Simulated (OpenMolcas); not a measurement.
## 3d5 ions of rising charge with 6 hydroxide ligands in octahedral coordination

```
Program             : OpenMolcas
Method              : CASSCF
Spin-orbit coupling : RASSI with atomic mean-field integrals over the reference wave functions
```

The d shell is active. Anionic complexes are neutralised by point charges behind the ligands. Distances were set from a Shannon-type radius of the metal (high-spin where two are listed) plus a fixed donor radius (OH 1.33 Å). Ligand basis ANO-RCC-VDZP, DKH2 Hamiltonian. Energies in cm-1 above the lowest state or level, χT in cm3 K/mol. Spin-only χT is S(S+1) / 2 for the spin of the ground state.

```json
{"Ion": "Mn2+", "Shell": "3d5", "R (Å)": "2.16", "Metal basis": "ANO-RCC-VTZP", "Outer charge (e at Å behind ligand)": "0.67 at 2.6", "Ground state": "2S+1 = 6", "First gap with spin-orbit (degeneracies)": "0.1 (4, 2)", "χT at 300 K": "4.386", "First state of another spin": "2S+1 = 4: 26588", "Spin-only χT": "4.375"}
{"Ion": "Fe3+", "Shell": "3d5", "R (Å)": "1.98", "Metal basis": "ANO-RCC-VDZP", "Outer charge (e at Å behind ligand)": "0.5 at 2.8", "Ground state": "2S+1 = 6", "First gap with spin-orbit (degeneracies)": "0.1 (2, 4)", "χT at 300 K": "4.385", "First state of another spin": "2S+1 = 4: 24579", "Spin-only χT": "4.375"}
{"Ion": "Co4+", "Shell": "3d5", "R (Å)": "1.86", "Metal basis": "ANO-RCC-VTZP", "Outer charge (e at Å behind ligand)": "0.33 at 2.4", "Ground state": "2S+1 = 6", "First gap with spin-orbit (degeneracies)": "0.4 (2, 2)", "χT at 300 K": "4.379", "First state of another spin": "2S+1 = 4: 13733", "Spin-only χT": "4.375"}
```

The rows also differ in their metal basis and outer charges, so part of each step comes from that.

Every ion keeps the highest spin of its shell. χT departs most from the spin-only value for Mn2+, by +0.011 cm3 K/mol.

Without dynamic correlation the repulsion within the d shell is too large (B by tens of per cent), so at a given field states of lower spin stand too high. Ligand-to-metal charge-transfer states are missing. With no ligand orbital active B as a rule stays too high, so bands that hang on it stand too high and its fall with covalency is understated. With metal d orbitals alone and no dynamic correlation the field as a rule comes out too small, by tens of per cent, by up to half for chloride and softer ligands. This shell can be high or low spin here, a state of another spin lies low, and with metal d orbitals alone active their balance is uncertain, so the ground spin may be wrong (holds for Co4+). The least metal-like active orbital is 73 % on the metal (Löwdin) and no ligand orbital is active, so the numbers are rough (holds for Co4+). No measured value stands beside these numbers; the geometry is a model, was not optimised and need not be the one that this ion takes.

A state without a sure symmetry label is named by its multiplicity alone.
